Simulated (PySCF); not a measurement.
Compound: C2H10BNO2Si2.
Z-matrix (Å and degrees, PBE0-D3(BJ)/def2-SVP geometry), rows numbered from 1:
```
O 
B   1  1.3599
O   2  1.3701  1  117.40
C   2  1.5719  1  119.54  3   176.97
C   4  1.5463  2  115.77  1    19.81
Si  5  1.8896  4  109.11  2  -157.44
N   6  1.7478  5   98.70  4    28.48
Si  7  1.7400  6  114.40  5    -9.80
H   1  0.9637  2  111.11  3    -0.64
H   3  0.9610  2  113.38  1  -179.42
H   4  1.1065  2  109.70  1   145.22
H   5  1.1030  4  109.28  2   -39.53
H   5  1.1020  4  111.35  2    77.20
H   6  1.5012  5  112.86  4   -90.84
H   6  1.4978  5  113.57  4   147.57
H   7  1.0136  6  122.81  5   168.05
H   8  1.4993  4  112.67  2    32.66
H   8  1.5003  4  111.50  2   -86.78
```

All values: PBE0/pcSseg-1 (PySCF, non-relativistic), on one gas-phase PBE0-D3(BJ)/def2-SVP geometry that isn't relaxed in the solvent. The solvent is an IEF-PCM continuum (cavity from Bondi-type radii × 1.2). The model holds no explicit solvent molecules, cavitation or dispersion.

```tsv
run	E − E(gas) (kJ/mol)	HOMO (eV)	HOMO–LUMO gap (eV)	dipole (D)
gas	0.00	-7.23	7.60	1.23
P	-14.31	-7.18	7.66	1.42
Q	-32.13	-7.17	7.75	1.77
```

Q: The runs were made in benzene and methanol. Which run belongs to which solvent?

A: P = benzene, Q = methanol. The dielectric constants are 2.271 (benzene), 32.61 (methanol), and the energy falls further as ε rises. In this model the ground state sees the solvent through ε alone.

Q: How constant is the ratio of the lowering to (ε − 1)/(2ε + 1)?

A: 
```json
{"solvent": "benzene", "(ε − 1)/(2ε + 1)": "0.229", "E − E(gas) (kJ/mol)": "-14.31", "ratio (kJ/mol)": "-62.4", "polarisation term (kJ/mol)": "-14.83"}
{"solvent": "methanol", "(ε − 1)/(2ε + 1)": "0.477", "E − E(gas) (kJ/mol)": "-32.13", "ratio (kJ/mol)": "-67.3", "polarisation term (kJ/mol)": "-35.08"}
```

The ratio changes by +7.9 % in size from benzene to methanol. The polarisation term is half the interaction of the solute with the induced surface charges.
